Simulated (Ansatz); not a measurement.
# Match the barriers

Saddle point of SiPH$_{7}$SO, singlet (SiH₄SO ([OH][SiH2][SH]) + PH₃ → SiPH₅O ([OH][SiH2][PH2]) + H₂S; bonds formed: Si1–P7, S2–H6; bonds broken: Si1–S2, H6–P7), PBE0-D4/def2-TZVP structure:

| atom | x (Å) | y (Å) | z (Å) |
| --- | --- | --- | --- |
| Si1 | -0.9660 | 0.0153 | 0.0216 |
| S2 | 0.7140 | -2.1264 | 0.5566 |
| H3 | -1.3985 | -0.9220 | -1.0364 |
| H4 | -1.2701 | -0.1955 | 1.4457 |
| O5 | -1.7698 | 1.4437 | -0.2880 |
| H6 | 1.7912 | -0.5062 | 0.6483 |
| P7 | 1.2331 | 0.6035 | -0.1940 |
| H8 | 0.5322 | -1.9623 | 1.8762 |
| H9 | -2.0501 | 1.5998 | -1.1907 |
| H10 | 1.5631 | 1.9795 | -0.4040 |
| H11 | 1.6207 | 0.0705 | -1.4351 |

Ansatz 0.2.0; basis: def2-TZVPP, with def2-QZVPP for the basis limit; cores frozen in the correlated methods. B3LYP uses VWN-RPA correlation. Extrapolation: Hartree–Fock as exp(−7.88 √X), correlation as X^−2.97. Four methods, as single points on the PBE0-D4 structures, gave these electronic barriers from the start structure: 36.36, 44.91, 47.89, 63.92 kcal/mol.

(1) The methods were, in alphabetical order, B3LYP-D4, HF, MP2, PBE-D4. Which gave which? (A judgement: the text doesn't fix the answer.)

T1 diagnostic: at most 0.016.

Results:

(1) Computed: PBE-D4 36.36; B3LYP-D4 44.91; MP2 47.89; HF 63.92 kcal/mol. For comparison, CCSD(T) at an estimated basis limit (MP2 extrapolated from triple and quadruple zeta, plus CCSD(T) − MP2 in triple zeta) gives 47.03 kcal/mol.

Labels in which every atom is bracketed show which atoms are joined, not bond orders.

For scale, one of the runs: CCSD(T)/def2-TZVPP, 255 basis functions, launched by `ansatz run in.yaml --threads 4 --pin off --events-out ev --progress --plain --max-ram 9574MiB`. The run took 110 s on 4 CPU threads of an Arm Neoverse V2 (shared host), with 5.2 GiB of host memory at its peak.
